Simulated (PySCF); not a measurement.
PySCF input for C2H4NO, SMILES CC([NH])=O, multiplicity 2, ωB97X-D3(BJ)/def2-SVP. 

```python
import numpy as np
from pyscf import gto, scf, dft
from pyscf.geomopt import geometric_solver

mol = gto.M(
    atom='''
    C    -1.34646639   -0.39078700    0.15713800
    C     0.07022104    0.04742939   -0.01463203
    N     1.03494905   -0.80725357    0.12146353
    O     0.43797715    1.20617695   -0.28700890
    H    -1.90004736   -0.18226941   -0.75594614
    H    -1.37421142   -1.45210145    0.38078995
    H    -1.80194098    0.17708856    0.96578473
    H     1.98521143   -0.48121258    0.00016208
    ''',
    basis='def2-SVP',
    charge=0,
    spin=1,
    max_memory=1600,
    verbose=3,
)
mf = dft.UKS(mol, xc='wb97x-d3bj').density_fit(auxbasis='def2-universal-jkfit')
mf.grids.level = 3
mf.conv_tol = 1e-9
mf.max_cycle = 100
mf.kernel()
fine, coarse = mf.grids, dft.Grids(mol).set(level=1).build(with_non0tab=True)
for _ in range(3):  # follow internal instabilities
    mf.grids = coarse
    mo, _, stable, _ = mf.stability(return_status=True, nroots=4)
    mf.grids = fine
    if stable:
        break
    mf.kernel(mf.make_rdm1(mo, mf.mo_occ))
grad = mf.nuc_grad_method()
grad.grid_response = mol.nao <= 150
conv, mol_eq = geometric_solver.kernel(grad, convergence_set='GAU_TIGHT', maxsteps=100)
print(mol_eq.tostring(format='xyz'))
mf.reset(mol_eq)
mf.kernel()
```

Output:

```
[...]
   H  -1.445549  -1.453940  -0.029312    0.000041 -0.000008 -0.000056
   H  -1.594139  -0.177192   1.191103    0.000054 -0.000111  0.000033
   H   1.949664  -0.489665   0.120917   -0.000026 -0.000130 -0.000013
converged SCF energy = -208.440859623559  <S^2> = 0.76989301  2S+1 = 2.0197951
--------------- DFUKS_Scanner gradients ---------------
         x                y                z
0 C     0.0000002876    -0.0000015007     0.0000012836
1 C    -0.0000056714    -0.0000023696    -0.0000050416
2 N     0.0000015598     0.0000146164    -0.0000016882
3 O     0.0000032312    -0.0000048340     0.0000078090
4 H     0.0000001394     0.0000014424     0.0000000256
5 H    -0.0000006329    -0.0000001183    -0.0000012605
6 H    -0.0000002794     0.0000004476     0.0000000157
7 H     0.0000013567    -0.0000076829    -0.0000011423
----------------------------------------------
cycle 27: E = -208.440859624  dE = -6.16865e-10  norm(grad) = 2.11529e-05
Step   26 : Displace = 1.245e-04/2.324e-04 (rms/max) Trust = 1.561e-01 (+) Grad = 7.479e-06/1.480e-05 (rms/max) E (change) = -208.4408596236 (-6.169e-10) Quality = 0.278
Hessian Eigenvalues: 6.68894e-04 2.18535e-02 3.84206e-02 ... 4.57260e-01 7.17363e-01 9.37073e-01

Geometry optimization cycle 28
Cartesian coordinates (Angstrom)
 Atom        New coordinates             dX        dY        dZ
   C  -1.337364  -0.371137   0.138352    0.000001 -0.000021 -0.000009
   C   0.087070   0.050287  -0.113990    0.000000  0.000009  0.000030
   N   1.058129  -0.610092   0.623608    0.000010 -0.000175 -0.000148
   O   0.402034   0.983668  -0.839774   -0.000022  0.000171  0.000222
   H  -2.013971   0.184645  -0.522959    0.000015 -0.000156 -0.000136
   H  -1.445492  -1.453995  -0.029123    0.000057 -0.000055  0.000189
   H  -1.594212  -0.177029   1.191044   -0.000073  0.000163 -0.000059
   H   1.949676  -0.489601   0.120830    0.000012  0.000064 -0.000088
converged SCF energy = -208.440859623845  <S^2> = 0.76989079  2S+1 = 2.0197929
--------------- DFUKS_Scanner gradients ---------------
         x                y                z
0 C    -0.0000014453    -0.0000012386     0.0000011450
1 C     0.0000015552     0.0000113130    -0.0000071231
2 N     0.0000003214    -0.0000104029    -0.0000002455
3 O    -0.0000007004    -0.0000033791     0.0000051907
4 H     0.0000000562     0.0000010738    -0.0000003282
5 H    -0.0000004646    -0.0000011461    -0.0000006672
6 H    -0.0000003561     0.0000003510     0.0000009587
7 H     0.0000010624     0.0000034166     0.0000010770
----------------------------------------------
cycle 28: E = -208.440859624  dE = -2.85951e-10  norm(grad) = 1.87532e-05
Step   27 : Displace = 1.805e-04/2.656e-04 (rms/max) Trust = 1.561e-01 (=) Grad = 6.630e-06/1.346e-05 (rms/max) E (change) = -208.4408596238 (-2.860e-10) Quality = 0.127
Hessian Eigenvalues: 1.07903e-03 2.40948e-02 3.73494e-02 ... 4.57002e-01 7.26794e-01 9.22766e-01

Geometry optimization cycle 29
Cartesian coordinates (Angstrom)
 Atom        New coordinates             dX        dY        dZ
   C  -1.337361  -0.371143   0.138367    0.000003 -0.000006  0.000015
   C   0.087066   0.050279  -0.114004   -0.000005 -0.000008 -0.000014
   N   1.058135  -0.609988   0.623673    0.000006  0.000105  0.000065
   O   0.402010   0.983574  -0.839916   -0.000023 -0.000095 -0.000141
   H  -2.013985   0.184674  -0.522897   -0.000014  0.000029  0.000062
   H  -1.445494  -1.453990  -0.029181   -0.000002  0.000006 -0.000058
   H  -1.594175  -0.177109   1.191079    0.000037 -0.000080  0.000035
   H   1.949673  -0.489551   0.120865   -0.000004  0.000049  0.000035
converged SCF energy = -208.440859624912  <S^2> = 0.7698916  2S+1 = 2.0197936
--------------- DFUKS_Scanner gradients ---------------
         x                y                z
0 C     0.0000005937     0.0000014652    -0.0000004554
1 C    -0.0000009917    -0.0000093250     0.0000096526
2 N    -0.0000006036     0.0000015150    -0.0000033749
3 O     0.0000018078     0.0000052523    -0.0000045720
4 H    -0.0000002547     0.0000006339    -0.0000001761
5 H     0.0000000423     0.0000007506    -0.0000009727
6 H     0.0000004288    -0.0000001004    -0.0000006311
7 H    -0.0000010141    -0.0000002100     0.0000005202
----------------------------------------------
cycle 29: E = -208.440859625  dE = -1.06621e-09  norm(grad) = 1.59239e-05
Step   28 : Displace = 8.501e-05/1.365e-04 (rms/max) Trust = 9.024e-05 (-) Grad = 5.630e-06/1.346e-05 (rms/max) E (change) = -208.4408596249 (-1.066e-09) Quality = 0.746
Hessian Eigenvalues: 1.91261e-03 2.03640e-02 3.17252e-02 ... 4.57237e-01 7.74099e-01 9.26386e-01

Geometry optimization cycle 30
Cartesian coordinates (Angstrom)
 Atom        New coordinates             dX        dY        dZ
   C  -1.337354  -0.371169   0.138370    0.000007 -0.000026  0.000003
   C   0.087055   0.050314  -0.114010   -0.000011  0.000035 -0.000006
   N   1.058146  -0.609937   0.623667    0.000011  0.000051 -0.000006
   O   0.401967   0.983628  -0.839898   -0.000043  0.000054  0.000018
   H  -2.013999   0.184585  -0.522924   -0.000014 -0.000089 -0.000028
   H  -1.445438  -1.454030  -0.029116    0.000055 -0.000040  0.000065
   H  -1.594182  -0.177093   1.191072   -0.000006  0.000016 -0.000007
   H   1.949672  -0.489550   0.120826   -0.000000  0.000001 -0.000039
converged SCF energy = -208.440859625144  <S^2> = 0.76989073  2S+1 = 2.0197928
--------------- DFUKS_Scanner gradients ---------------
         x                y                z
0 C     0.0000011820     0.0000015009    -0.0000013267
1 C    -0.0000014179    -0.0000090036     0.0000065749
2 N     0.0000001231     0.0000049266    -0.0000022336
3 O     0.0000010891     0.0000051340    -0.0000019358
4 H     0.0000000535     0.0000003971    -0.0000003494
5 H    -0.0000003697     0.0000006684    -0.0000002033
6 H     0.0000005875    -0.0000005707    -0.0000004153
7 H    -0.0000012316    -0.0000030627    -0.0000000865
----------------------------------------------
cycle 30: E = -208.440859625  dE = -2.32376e-10  norm(grad) = 1.43156e-05
Step   29 : Displace = 4.360e-05/6.657e-05 (rms/max) Trust = 9.024e-05 (=) Grad = 5.061e-06/1.124e-05 (rms/max) E (change) = -208.4408596251 (-2.324e-10) Quality = 0.711
Hessian Eigenvalues: 3.43246e-03 1.24369e-02 3.76546e-02 ... 4.56767e-01 7.18653e-01 9.12001e-01

Geometry optimization cycle 31
Cartesian coordinates (Angstrom)
 Atom        New coordinates             dX        dY        dZ
   C  -1.337343  -0.371221   0.138390    0.000010 -0.000052  0.000020
   C   0.087033   0.050354  -0.114061   -0.000022  0.000040 -0.000051
   N   1.058160  -0.609814   0.623682    0.000013  0.000123  0.000015
   O   0.401884   0.983614  -0.840016   -0.000083 -0.000014 -0.000118
   H  -2.014052   0.184486  -0.522880   -0.000052 -0.000099  0.000045
   H  -1.445373  -1.454092  -0.029083    0.000065 -0.000062  0.000033
   H  -1.594137  -0.177164   1.191106    0.000045 -0.000071  0.000034
   H   1.949692  -0.489412   0.120847    0.000019  0.000138  0.000021
converged SCF energy = -208.440859625432  <S^2> = 0.76988782  2S+1 = 2.0197899
--------------- DFUKS_Scanner gradients ---------------
         x                y                z
0 C     0.0000004581    -0.0000015576     0.0000004324
1 C     0.0000008060     0.0000167899    -0.0000143337
2 N     0.0000007874    -0.0000024021     0.0000055286
3 O    -0.0000028724    -0.0000099800     0.0000069631
4 H     0.0000011880     0.0000007189    -0.0000004194
5 H    -0.0000017164    -0.0000009175     0.0000004381
6 H    -0.0000002547    -0.0000013309     0.0000017397
7 H     0.0000016166    -0.0000013430    -0.0000003169
----------------------------------------------
cycle 31: E = -208.440859625  dE = -2.87486e-10  norm(grad) = 2.64496e-05
Step   30 : Displace = 4.318e-05/6.031e-05 (rms/max) Trust = 9.024e-05 (=) Grad = 9.351e-06/2.209e-05 (rms/max) E (change) = -208.4408596254 (-2.875e-10) Quality = 0.476
Hessian Eigenvalues: 4.30103e-03 1.43896e-02 3.26487e-02 ... 4.58103e-01 8.05711e-01 9.35427e-01

Geometry optimization cycle 32
Cartesian coordinates (Angstrom)
 Atom        New coordinates             dX        dY        dZ
   C  -1.337345  -0.371227   0.138394   -0.000002 -0.000006  0.000004
   C   0.087033   0.050344  -0.114042   -0.000000 -0.000010  0.000018
   N   1.058172  -0.609842   0.623646    0.000013 -0.000028 -0.000036
   O   0.401879   0.983645  -0.839962   -0.000005  0.000030  0.000054
   H  -2.014047   0.184444  -0.522913    0.000005 -0.000042 -0.000033
   H  -1.445357  -1.454106  -0.029035    0.000016 -0.000014  0.000048
   H  -1.594164  -0.177116   1.191093   -0.000027  0.000048 -0.000013
   H   1.949692  -0.489390   0.120804    0.000000  0.000023 -0.000043
converged SCF energy = -208.440859626074  <S^2> = 0.76988655  2S+1 = 2.0197886
--------------- DFUKS_Scanner gradients ---------------
         x                y                z
0 C     0.0000000906     0.0000003764     0.0000008619
1 C     0.0000005879     0.0000067533    -0.0000056213
2 N    -0.0000014027    -0.0000028211     0.0000004258
3 O    -0.0000001352    -0.0000037266     0.0000044754
4 H     0.0000005390     0.0000003257    -0.0000002015
5 H    -0.0000006940    -0.0000007388    -0.0000004657
6 H    -0.0000003002    -0.0000005316     0.0000008544
7 H     0.0000013301     0.0000003664    -0.0000003333
----------------------------------------------
cycle 32: E = -208.440859626  dE = -6.4216e-10  norm(grad) = 1.12821e-05
Step   31 : Displace = 4.634e-05/6.657e-05 (rms/max) Trust = 9.024e-05 (=) Grad = 3.989e-06/8.806e-06 (rms/max) E (change) = -208.4408596261 (-6.422e-10) Quality = 1.207
Hessian Eigenvalues: 3.31770e-03 1.98979e-02 3.60384e-02 ... 4.57342e-01 7.14848e-01 9.16281e-01

Geometry optimization cycle 33
Cartesian coordinates (Angstrom)
 Atom        New coordinates             dX        dY        dZ
   C  -1.337338  -0.371282   0.138416    0.000007 -0.000055  0.000022
   C   0.087013   0.050360  -0.114046   -0.000019  0.000016 -0.000003
   N   1.058211  -0.609756   0.623621    0.000039  0.000086 -0.000026
   O   0.401790   0.983675  -0.839986   -0.000089  0.000031 -0.000024
   H  -2.014078   0.184291  -0.522934   -0.000032 -0.000154 -0.000021
   H  -1.445271  -1.454181  -0.028929    0.000086 -0.000076  0.000106
   H  -1.594172  -0.177099   1.191097   -0.000008  0.000017  0.000004
   H   1.949703  -0.489253   0.120743    0.000011  0.000137 -0.000061
converged SCF energy = -208.44085962637  <S^2> = 0.76988672  2S+1 = 2.0197888
--------------- DFUKS_Scanner gradients ---------------
         x                y                z
0 C    -0.0000030076    -0.0000000200     0.0000019446
1 C     0.0000029457     0.0000108461    -0.0000091167
2 N     0.0000005183    -0.0000045051     0.0000037110
3 O    -0.0000008202    -0.0000060794     0.0000053631
4 H    -0.0000002721     0.0000003126    -0.0000004525
5 H     0.0000001028    -0.0000017900    -0.0000012945
6 H    -0.0000002335     0.0000002999     0.0000009717
7 H     0.0000007426     0.0000009625    -0.0000011470
----------------------------------------------
cycle 33: E = -208.440859626  dE = -2.96637e-10  norm(grad) = 1.82246e-05
Step   32 : Displace = 3.617e-05/5.281e-05 (rms/max) Trust = 1.276e-04 (+) Grad = 6.443e-06/1.447e-05 (rms/max) E (change) = -208.4408596264 (-2.966e-10) Quality = 0.716
Hessian Eigenvalues: 3.31770e-03 1.98979e-02 3.60384e-02 ... 4.57342e-01 7.14848e-01 9.16281e-01
Converged! =D

8
XYZ from PySCF
C          -1.33733843       -0.37128210        0.13841615
C           0.08701332        0.05035960       -0.11404564
N           1.05821129       -0.60975578        0.62362073
O           0.40179033        0.98367541       -0.83998585
H          -2.01407841        0.18429083       -0.52293446
H          -1.44527069       -1.45418139       -0.02892857
H          -1.59417180       -0.17709858        1.19109714
H           1.94970263       -0.48925268        0.12074301
converged SCF energy = -208.440859626664  <S^2> = 0.7698885  2S+1 = 2.0197906
```

The calculation finished and met its thresholds.

Cost: about 4 core-minutes (a rough figure).
